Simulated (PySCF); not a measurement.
Compound: C5H8FO2Si (doublet state).
Cartesian coordinates in Å at the GFN2-xTB level; atoms count from 1:
```
atom  x, y, z in Å
C1    -2.325    0.925    0.086
C2    -1.949   -0.496    0.178
F3    -2.359   -1.100    1.310
Si4   -0.675   -1.392   -0.835
C5     0.894   -1.026    0.236
O6     1.355   -1.799    1.050
C7     1.342    0.392    0.073
C8     2.701    0.726    0.601
O9     0.604    1.167   -0.510
H10   -3.041    1.192    0.860
H11   -1.436    1.558    0.179
H12   -2.740    1.136   -0.899
H13   -0.915   -2.829   -0.780
H14   -0.579   -0.803   -2.161
H15    2.874    1.798    0.576
H16    2.794    0.340    1.615
H17    3.450    0.222   -0.010
```

The hyperfine couplings belong to this conformer and change with its torsions.

Identity: `C[C](F)[SiH2]C(=O)C(C)=O` [radical].

Method: UKS B3LYP, pcH-1 on C F H O Si, non-relativistic, mean-field spin-orbit, GIAO (PySCF). The structure is a single GFN2-xTB conformer in the gas phase; no vibrational or solvent corrections. The geometry wasn't refined by DFT: couplings that depend on bond lengths, twists or pyramidal angles can differ widely from those at the functional's own minimum. The frame is twisted about the C5–C7 bond at this geometry (dihedral Si4–C5–C7–O9 = 11°); couplings at other torsion angles weren't computed. No stability test was run, so a lower SCF solution isn't excluded.

Principal values of hyperfine tensors in MHz (contact, dipolar and spin–orbit terms together), for some of the nuclei:

```json
{"atom": "F3", "isotope": "19F", "A1": "-104.72", "A2": "-79.66", "A3": "580.41"}
{"atom": "H11", "isotope": "1H", "A1": "100.88", "A2": "103.96", "A3": "112.57"}
{"atom": "C2", "isotope": "13C", "A1": "23.54", "A2": "26.11", "A3": "229.43"}
{"atom": "H12", "isotope": "1H", "A1": "68.21", "A2": "68.72", "A3": "81.02"}
{"atom": "C5", "isotope": "13C", "A1": "16.22", "A2": "27.49", "A3": "48.10"}
{"atom": "C1", "isotope": "13C", "A1": "-26.69", "A2": "-24.37", "A3": "-22.69"}
{"atom": "H13", "isotope": "1H", "A1": "15.89", "A2": "17.02", "A3": "23.51"}
{"atom": "H14", "isotope": "1H", "A1": "13.71", "A2": "14.63", "A3": "21.31"}
```

Q: Give the isotropic coupling of each nucleus in MHz and in mT (g = 2.0045), and the anisotropic part.

A: a_iso is a third of the trace, T = A − a_iso, and a(mT) = a(MHz)/(g × 13.996). The tensors hold a spin–orbit part: the run splits a_iso into a_FC + a_SO, and T includes its anisotropic share.

```
atom  a_iso (MHz)    a_FC   a_SO  a_iso (mT)       T1       T2      T3
  F3       132.01  131.41   0.60       4.705  -236.73  -211.67  448.40
 H11       105.80  105.80   0.00       3.771    -4.92    -1.85    6.77
  C2        93.03   92.98   0.04       3.316   -69.48   -66.92  136.40
 H12        72.65   72.65   0.00       2.590    -4.44    -3.93    8.37
  C5        30.60   30.64  -0.04       1.091   -14.38    -3.12   17.50
  C1       -24.58  -24.60   0.02      -0.876    -2.10     0.21    1.89
 H13        18.81   18.80   0.00       0.670    -2.91    -1.79    4.70
 H14        16.55   16.55   0.00       0.590    -2.84    -1.92    4.76
```

Q: What spin density at the nucleus of C2 lies behind its contact coupling (g_N = 1.40482)?

A: a_FC = 800.24 MHz bohr³ × g_N × ρ(0)/(2S). With a_FC = 92.98 MHz and 2S = 1, ρ(0) = 0.08271 bohr⁻³.

Q: Si4 (29Si, g_N = -1.11058) isn't in the table. Its spin density at the nucleus is -0.04327 bohr⁻³. What is its contact coupling?

A: By the same relation, a_FC = 38.5 MHz. The spin–orbit term adds -0.05 MHz. Its full tensor has the principal values 35.78, 36.93, 42.49 MHz.

Q: Name the largest traceless tensor T of the table and describe it.

A: F3: -236.7, -211.7, 448.4 MHz (the dipolar term alone has -238.6, -210.8, 449.3), nearly axial, close to the ratio −1:−1:+2.

Q: In a single crystal, with the field along each principal axis of the tensor of H11 in turn, what first-order splitting does this nucleus give (isotropic g, quadrupole terms neglected)?

A: 2 lines (I = 1/2), spaced by |A_i|/(g × 13.996): 3.60, 3.71, 4.01 mT along the axes of A1, A2 and A3.
